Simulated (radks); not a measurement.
Results of a calculation; reference values are marked as such.
Mo26+, 16 electrons, occupied as [Ne] 3s2 3p4. Code: a radial shooting solver on a logarithmic mesh with Libxc functionals. Model: scalar-relativistic Kohn-Sham, LDA (Slater exchange, VWN5 correlation), spin-polarised, spherical densities, finite nucleus; open shells are filled with parallel spins first (spin-orbit coupling, left out, can overturn this in heavy ions); Fermi nuclear charge, rms radius 4.4091 fm. Some entries of the table are withheld. Estimate them.

orbital  occ.  eigenvalue (hartree)  <r^2> (bohr^2)
1s up       1             -772.5254        0.001672
1s down     1             -772.3958        0.001672
2s up       1             -146.5686             (1)
2s down     1             -146.4522             (2)
2p up       3             -136.1083             (3)
2p down     3             -135.9668             (4)
3s up       1             -53.68486             (5)
3s down     1             -53.33916             (6)
3p up       3             -50.32763          0.1576
3p down     1             -49.97813          0.1581

Answer. 
(1) 2s up <r^2> (bohr^2): 0.02726
(2) 2s down <r^2> (bohr^2): 0.02722
(3) 2p up <r^2> (bohr^2): 0.02134
(4) 2p down <r^2> (bohr^2): 0.02132
(5) 3s up <r^2> (bohr^2): 0.1641
(6) 3s down <r^2> (bohr^2): 0.1647
